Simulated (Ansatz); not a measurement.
The same group exchange along the group O, S, Se, Te.

Calculated with Ansatz (gas phase, PBE0-D4/def2-TZVP geometries, no zero-point term in ΔE). CBS: MP2 limit from def2 TZ/QZ plus the TZ coupled-cluster correction, frozen cores. This one scheme is used for every species. def2 core potentials past Kr. For Se, Te outer-core shells are correlated without core-valence functions, which leaves a few kJ/mol of doubt a bond. Scalar relativity is left out up to krypton. One conformer a species, not always the lowest.

(1) Order these by ΔE at CCSD(T)/CBS, lowest first. (An estimate is asked.)
A. `C#CO` + `[SiH3][SiH3]` → `O[SiH2][SiH3]` + `C#C`
B. `C#C[SeH]` + `[SiH3][SiH3]` → `[SiH3][SiH2][SeH]` + `C#C`
C. `C#CS` + `[SiH3][SiH3]` → `[SiH3][SiH2]S` + `C#C`
D. `C#C[TeH]` + `[SiH3][SiH3]` → `[SiH3][SiH2][TeH]` + `C#C`

Largest T1 diagnostic: 0.013, for `C#CS`.

Answers

(1) A (-177.7 kJ/mol), B (-106.6 kJ/mol), C (-98.4 kJ/mol), D (-88.9 kJ/mol).
